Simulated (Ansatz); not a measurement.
Ansatz (an electronic-structure program) job for Si(H)(F)2(Me) (CH4F2Si), SMILES C[SiH](F)F, PBE-D3(BJ)/def2-SVP. 

Ansatz 0.2 input:
```yaml
crystal:
  periodic: [false, false, false]
  atoms:
    - {symbol: Si, position_ang: [0.17317692, -0.04853606, 0.33569017]}
    - {symbol: C, position_ang: [-1.70071648, -0.20453321, 0.26269899]}
    - {symbol: F, position_ang: [0.84381883, -1.05689958, -0.71120705]}
    - {symbol: F, position_ang: [0.62481485, 1.37319788, -0.24502255]}
    - {symbol: H, position_ang: [0.84251611, -0.23090138, 1.60127395]}
    - {symbol: H, position_ang: [-2.03241171, -1.18752075, 0.58447316]}
    - {symbol: H, position_ang: [-2.18718816, 0.53067611, 0.89749557]}
    - {symbol: H, position_ang: [-2.06079739, -0.05223454, -0.75303277]}
basis:
  gaussian:
    orbitals: def2-SVP
hamiltonian:
  xc: pbe
  dispersion: d3bj
relax: {f_tol: 0.002, max_steps: 200}
```

Output:

```
WARN ansatz: RAYON_NUM_THREADS=1 ignored (pool sized by the plan → 1); use --threads N
Functional definition: PBE
integrals: 0.03 GiB planned
882 factors; their error is unknown
mean field: 0.17 GiB planned
mean field evaluation 1: about -14390.3354 eV, gradient 6.3e1 eV
mean field evaluation 2: about -14379.0070 eV, gradient 9.6e1 eV
mean field evaluation 4: about -14398.5289 eV, gradient 5.8e0 eV
mean field evaluation 8: about -14398.5418 eV, gradient 3.3e-2 eV
mean field -14398.54185136 eV, -529.1366533551 hartree, gradient 2.3e-5 eV, S^2 0.000000; 0 other end points of the search recorded, 0 dependent functions left out
the calculation of the forces begins
reference -14398.54188207 eV, -529.1366544839 hartree; 21, 21 occupied and 59, 59 virtual orbitals, 882 factors
relax step   1: F+E_penalty+E_count = -14398.66425452 eV  Δ(F+E_penalty+E_count) = +0.000e0 eV  max|allowed force component| = 1.301e0 eV/Å  Δτ_max = 0.0000 Å  (24 SCF iters, accepted)
these checks for a lower state are left out or cut short: starts, cluster_reference, orbital_swaps, neighbouring_geometries, increment
integrals: 0.03 GiB planned
882 factors; their error is unknown
mean field: 0.17 GiB planned
mean field evaluation 16: about -14398.6868 eV, gradient 2.8e0 eV
mean field -14398.64821122 eV, -529.1405620080 hartree, gradient 1.4e-5 eV, S^2 0.000000; 0 other end points of the search recorded, 0 dependent functions left out
the calculation of the forces begins
reference -14398.64824192 eV, -529.1405631364 hartree; 21, 21 occupied and 59, 59 virtual orbitals, 882 factors
relax step   2: F+E_penalty+E_count = -14398.77066689 eV  Δ(F+E_penalty+E_count) = -1.064e-1 eV  max|allowed force component| = 6.520e-1 eV/Å  Δτ_max = 0.0567 Å  (26 SCF iters, accepted)
these checks for a lower state are left out or cut short: starts, cluster_reference, orbital_swaps, neighbouring_geometries, increment
integrals: 0.03 GiB planned
882 factors; their error is unknown
mean field: 0.17 GiB planned
mean field -14398.67072533 eV, -529.1413893864 hartree, gradient 1.4e-5 eV, S^2 0.000000; 0 other end points of the search recorded, 0 dependent functions left out
the calculation of the forces begins
reference -14398.67075603 eV, -529.1413905147 hartree; 21, 21 occupied and 59, 59 virtual orbitals, 882 factors
relax step   3: F+E_penalty+E_count = -14398.79314525 eV  Δ(F+E_penalty+E_count) = -2.248e-2 eV  max|allowed force component| = 8.142e-2 eV/Å  Δτ_max = 0.0297 Å  (27 SCF iters, accepted)
these checks for a lower state are left out or cut short: starts, cluster_reference, orbital_swaps, neighbouring_geometries, increment
integrals: 0.03 GiB planned
882 factors; their error is unknown
mean field: 0.17 GiB planned
mean field evaluation 32: about -14398.6710 eV, gradient 1.3e-1 eV
mean field -14398.67100203 eV, -529.1413995550 hartree, gradient 1.4e-5 eV, S^2 0.000000; 0 other end points of the search recorded, 0 dependent functions left out
the calculation of the forces begins
reference -14398.67103280 eV, -529.1414006855 hartree; 21, 21 occupied and 59, 59 virtual orbitals, 882 factors
relax step   4: F+E_penalty+E_count = -14398.79339210 eV  Δ(F+E_penalty+E_count) = -2.468e-4 eV  max|allowed force component| = 1.548e-1 eV/Å  Δτ_max = 0.0215 Å  (26 SCF iters, accepted)
these checks for a lower state are left out or cut short: starts, cluster_reference, orbital_swaps, neighbouring_geometries, increment
integrals: 0.03 GiB planned
882 factors; their error is unknown
mean field: 0.17 GiB planned
mean field -14398.67187238 eV, -529.1414315396 hartree, gradient 1.3e-5 eV, S^2 0.000000; 0 other end points of the search recorded, 0 dependent functions left out
the calculation of the forces begins
reference -14398.67190310 eV, -529.1414326686 hartree; 21, 21 occupied and 59, 59 virtual orbitals, 882 factors
relax step   5: F+E_penalty+E_count = -14398.79428426 eV  Δ(F+E_penalty+E_count) = -8.922e-4 eV  max|allowed force component| = 1.506e-2 eV/Å  Δτ_max = 0.0080 Å  (27 SCF iters, accepted)
these checks for a lower state are left out or cut short: starts, cluster_reference, orbital_swaps, neighbouring_geometries, increment
integrals: 0.03 GiB planned
882 factors; their error is unknown
mean field: 0.17 GiB planned
mean field -14398.67188959 eV, -529.1414321721 hartree, gradient 1.5e-5 eV, S^2 0.000000; 0 other end points of the search recorded, 0 dependent functions left out
the calculation of the forces begins
reference -14398.67192031 eV, -529.1414333012 hartree; 21, 21 occupied and 59, 59 virtual orbitals, 882 factors
relax step   6: F+E_penalty+E_count = -14398.79429179 eV  Δ(F+E_penalty+E_count) = -7.528e-6 eV  max|allowed force component| = 2.242e-3 eV/Å  Δτ_max = 0.0009 Å  (20 SCF iters, accepted)
these checks for a lower state are left out or cut short: starts, cluster_reference, orbital_swaps, neighbouring_geometries, increment
integrals: 0.03 GiB planned
882 factors; their error is unknown
mean field: 0.17 GiB planned
mean field -14398.67188989 eV, -529.1414321830 hartree, gradient 1.8e-5 eV, S^2 0.000000; 0 other end points of the search recorded, 0 dependent functions left out
the calculation of the forces begins
reference -14398.67192061 eV, -529.1414333122 hartree; 21, 21 occupied and 59, 59 virtual orbitals, 882 factors
relax step   7: F+E_penalty+E_count = -14398.79429253 eV  Δ(F+E_penalty+E_count) = -7.457e-7 eV  max|allowed force component| = 4.507e-4 eV/Å  Δτ_max = 0.0009 Å  (19 SCF iters, accepted)
integrals: 0.03 GiB planned
882 factors; their error is unknown
mean field: 0.17 GiB planned
mean field evaluation 64: about -14398.6718 eV, gradient 1.6e-1 eV
mean field -14398.67188989 eV, -529.1414321830 hartree, gradient 1.7e-5 eV, S^2 0.000000; 1 other end points of the search recorded, 0 dependent functions left out
the calculation of the forces begins
reference -14398.67192061 eV, -529.1414333122 hartree; 21, 21 occupied and 59, 59 virtual orbitals, 882 factors
Total energy: -14398.79432326 eV, -529.1459315264 hartree
Atom 0 at     0.168941    -0.041601     0.296694 Å, force    -0.000028    -0.000038     0.000199 eV/Å
Atom 1 at    -1.681159    -0.201530     0.257034 Å, force    -0.000451    -0.000075     0.000149 eV/Å
Atom 2 at     0.834569    -1.125786    -0.726075 Å, force     0.000167    -0.000150    -0.000051 eV/Å
Atom 3 at     0.602653     1.437150    -0.241599 Å, force     0.000135     0.000134    -0.000096 eV/Å
Atom 4 at     0.791136    -0.239405     1.640913 Å, force    -0.000061     0.000081    -0.000110 eV/Å
Atom 5 at    -1.994820    -1.210508     0.593271 Å, force     0.000102     0.000042    -0.000106 eV/Å
Atom 6 at    -2.153929     0.548131     0.923345 Å, force     0.000117    -0.000090     0.000023 eV/Å
Atom 7 at    -2.064178    -0.043202    -0.771214 Å, force     0.000020     0.000095    -0.000008 eV/Å
Dipole moment:    -0.373194    -0.078028     0.234115 e Å
```

The run converged.
